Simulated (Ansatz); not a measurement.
CH$_{4}$ClNOSSi (`N[Si](S)(Cl)C=O`), relaxed with RKS PBE0-D4/def2-TZVP in Ansatz 0.2.0 from a PBE-D4/def2-SVP geometry. The force threshold is 0.005 eV/Å; the program also tests the step.

The species carries charge 0 and has multiplicity 1.

Start:

```xyz
10

N    -0.186   -1.559   -0.006
Si    0.354    0.072    0.140
S     1.400    0.652   -1.648
Cl    1.502    0.141    1.887
C    -0.996    1.443    0.390
O    -2.170    1.140    0.512
H    -0.784   -1.807   -0.799
H    -0.470   -2.056    0.843
H     2.017   -0.559   -1.751
H    -0.667    2.533    0.432
```

Task: By how much does the energy fall, and how many steps does the optimiser take? (An estimate is asked.)

Result: Ansatz gave: 1.62 kcal/mol, in 18 steps, 2 of them rejected.

Task: Which bonds change most? (An estimate is asked.)

Result: The calculation gave: Si2–Cl4 from 2.091 to 2.056 Å; N1–Si2 from 1.724 to 1.692 Å; Si2–S3 from 2.151 to 2.121 Å; C5–H10 from 1.139 to 1.116 Å.

Task: Give the relaxed structure. (Best estimate.)

Result: Ansatz gave: 
```xyz
10

N    -0.228   -1.539    0.017
Si    0.336    0.053    0.124
S     1.325    0.618   -1.666
Cl    1.520    0.146    1.801
C    -0.981    1.428    0.390
O    -2.154    1.162    0.453
H    -0.768   -1.825   -0.784
H    -0.490   -2.040    0.851
H     2.085   -0.491   -1.685
H    -0.644    2.487    0.499
```
